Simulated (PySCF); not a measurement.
C5H6FNO.
Atom-mapped SMILES: `[CH2:1]=[CH:2][C:3](=[O:4])[NH:5]/[CH:6]=[CH:7]\[F:8]` (hydrogens: H9, H10 on C1; H11 on C2; H12 on N5; H13 on C6; H14 on C7)

Computed geometry: GFN2-xTB, gas phase.

Problem. List the bond lengths, angles and torsions at this level.

Solution. 
| bond | length (bohr) |
| --- | --- |
| C1=C2 | 2.505 |
| C2–C3 | 2.797 |
| C3=O4 | 2.291 |
| C3–N5 | 2.597 |
| N5–C6 | 2.607 |
| C6=C7 | 2.506 |
| C7–F8 | 2.560 |
| C1–H9 | 2.034 |
| C1–H10 | 2.037 |
| C2–H11 | 2.043 |
| N5–H12 | 1.910 |
| C6–H13 | 2.038 |
| C7–H14 | 2.031 |

A selection of angles:
| angle | degrees |
| --- | --- |
| C1–C2–C3 | 120.9 |
| C2–C3–O4 | 124.4 |
| C2–C3–N5 | 113.5 |
| O4–C3–N5 | 122.1 |
| C3–N5–C6 | 122.9 |
| N5–C6–C7 | 124.2 |
| C6–C7–F8 | 121.3 |
| H12–N5–C3 | 120.2 |
| H12–N5–C6 | 116.9 |

Torsions: C1–C2–C3–O4 0° (synperiplanar); C2–C3–N5–C6 180° (antiperiplanar); C3–N5–C6–C7 180° (antiperiplanar); N5–C6–C7–F8 0° (synperiplanar).

The 8 heavy atoms lie in one plane (0.000 Å rms). Of the pairs four or more bonds apart, O4···H13 is among the closest relative to their van der Waals radii: 2.42 Å, 89 % of the sum of Bondi's values. N5 (amide nitrogen) is planar (angles 122.9°, 120.2° and 116.9°, sum 360.0°, 0.00 Å off the plane of its three neighbours). The C–C distances run from 1.325 Å (C1=C2, drawn double) to 1.480 Å (C2–C3, drawn single), a spread of 0.155 Å.

Point group: Cs (tolerance 0.08 Å). No GFN2-xTB frequencies stand behind this structure, so it isn't proved a minimum. One conformer, not necessarily the lowest.
